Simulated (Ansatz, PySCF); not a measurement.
Noncovalent pair: CH2O (SMILES C=O) (first 4 atoms) with H2Se (SMILES [SeH2]); geometry from B3LYP-D3(BJ)/def2-TZVP, rigid monomers moved along the line of their centres of mass till O2···Se5 is 3.71 Å.
(charge 0, multiplicity 1):
```xyz
7

C      0.35370     0.06698    -0.32922
O      1.08377    -0.66807     0.27787
H      0.20414    -0.03382    -1.42102
H     -0.20388     0.87851     0.17370
Se     0.87311     0.82915     3.66760
H      0.43281    -0.57044     3.64835
H      0.22676     1.06460     4.96946
```

Interaction energies are E(AB) − E(A) − E(B) at the monomers' geometry in the complex; basis-set methods are counterpoise corrected.

Cores are frozen in the correlated methods. Filled d and f shells under p-block atoms count as core. CBS(a, b) extrapolates the correlation energy as X⁻³ and adds the Hartree–Fock energy of set b.

The values were computed with Ansatz (an electronic-structure program); PySCF for the dispersion terms. 

PBE/def2-TZVPPD gives -5.5 kJ/mol for the interaction energy.

Task: Where do these levels fall relative to PBE: PBE-D3(BJ)/def2-TZVPPD, r2SCAN/def2-TZVPPD, B3LYP/def2-TZVPPD, wB97M-V/def2-TZVPPD, MP2/CBS(aug-cc-pVDZ, aug-cc-pVTZ), MP2/CBS(aug-cc-pVDZ, aug-cc-pVTZ) + ΔCCSD(T)/aug-cc-pVDZ.

Result: PBE-D3(BJ)/def2-TZVPPD -2.7; r2SCAN/def2-TZVPPD -0.7; B3LYP/def2-TZVPPD 1.9; wB97M-V/def2-TZVPPD -1.8; MP2/CBS(aug-cc-pVDZ, aug-cc-pVTZ) -2.1; MP2/CBS(aug-cc-pVDZ, aug-cc-pVTZ) + ΔCCSD(T)/aug-cc-pVDZ -1.9 kJ/mol. 1 of 6 lie above PBE; the widest gap is to PBE-D3(BJ)/def2-TZVPPD.
